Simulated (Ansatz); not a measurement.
Interaction energy ladder

The pair of F⁻ (SMILES [F-], atom 1) and GeH₄ (SMILES [GeH4], atoms 2–6), both closed shells, in one local arrangement (a lower one may exist), relaxed at PBE0-D4/def2-TZVPD:

```
6
angstrom
F 0.5602 -0.2160 -1.7705
Ge -0.0316 0.0122 0.0998
H -0.3984 -1.5019 0.0560
H -1.0377 1.0630 -0.4591
H 1.4371 0.4386 0.4000
H -0.5296 0.2042 1.6739
```

Ansatz 0.2.0; basis: def2-TZVPPD, with def2-QZVPPD for the basis limit; cores frozen in the correlated methods. Filled d shells of the heavier atoms are correlated. The def2 sets are not built for correlating such inner shells, so the correlated values are less sure here. B3LYP uses VWN-RPA correlation. Extrapolation: Hartree–Fock as exp(−7.88 √X), correlation as X^−2.97. Interaction energies count from these two fragments, frozen as in the pair, with the counterpoise correction; negative means bound.

**Question.** What is the interaction energy by CCSD(T) at an estimated basis limit (MP2 extrapolated from triple and quadruple zeta, plus CCSD(T) − MP2 in triple zeta)? (An estimate is asked for; the value comes from the calculation.)

**Answer.** By the calculation: -168.8 kJ/mol. Hartree–Fock alone gives -180.5 kJ/mol at the basis limit. It counts from the two fragments frozen as in the pair.

The same quantity by other methods in triple zeta, and each one's difference from that estimate:
```csv
method,E_int (kJ/mol),difference
PBE-D4,-159.1,9.6
revPBE-D4,-155.4,13.4
BLYP-D4,-147.9,20.8
r2SCAN-D4,-176.6,-7.9
B97M-V,-185.6,-16.9
PBE0-D4,-173.7,-4.9
B3LYP-D4,-162.4,6.4
HSE06-D4,-173.8,-5.1
wB97X-V,-171.6,-2.8
wB97M-V,-172.6,-3.8
B2PLYP,-159.4,9.4
HF,-178.1,-9.4
MP2,-161.8,7.0
CCSD,-165.0,3.7
CCSD(T),-163.9,4.9
```
Differences are method less estimate.

**Question.** Which atoms make the shortest contact between the fragments?

**Answer.** F1 and Ge2, 1.97 Å apart.

Energy to bend the free fragments (PBE0-D4 minima) into their shapes in the pair, CCSD(T)/def2-TZVPPD: GeH₄ 64.4 kJ/mol. This must be added to the interaction energy to get the binding energy from relaxed fragments.

Basis-set superposition shift (counterpoise-corrected less uncorrected): CCSD(T) 9.5; MP2 9.6; HF 0.7; PBE0-D4 0.9; wB97M-V 0.8 kJ/mol.

No T1 diagnostic of these runs exceeds 0.023.

For scale, one of the runs: CCSD(T)/def2-TZVPPD, 162 basis functions, launched by `ansatz run in.yaml --threads 2 --pin off --events-out ev --progress --plain --max-ram 5222MiB`. Hardware: 2 CPU threads of an Intel Xeon Platinum 8175M, shared host. Wall time 33 s; peak host memory 1.3 GiB.
